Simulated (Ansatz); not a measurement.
Basis-set extrapolation for CH5F2NOSi (`N[SiH2]C(O)(F)F`) (PBE0-D4/def2-TZVP geometry, frozen core, Ansatz 0.2.0). Multiplicity 1, RHF reference.

```json
{"": "HF", "def2-TZVPP": "-658.114069", "def2-QZVPP": "-658.139795"}
{"": "MP2 correlation", "def2-TZVPP": "-1.232201", "def2-QZVPP": "-1.336792"}
{"": "CCSD(T) correlation", "def2-TZVPP": "-1.304972", "def2-QZVPP": "not run"}
```

Energies in hartree. Use E(X) = E(∞) + A·exp(−7.88·√X) for Hartree–Fock and E(X) = E(∞) + B·X^(−2.97) for correlation, with X = 3 and 4, and add CCSD(T) minus MP2 of the smaller set to the MP2 limit.

Q: What is the CCSD(T) energy at the basis-set limit?

A: HF limit: -658.139795 + (-0.025726) × 0.13774 = -658.14334. MP2 limit: -1.336792 + (-0.104591) × 0.74074 = -1.41427. Higher-order term: -1.304972 − (-1.232201) = -0.07277. Total: -659.63038 hartree, 132.6 kcal/mol below CCSD(T)/def2-TZVPP.
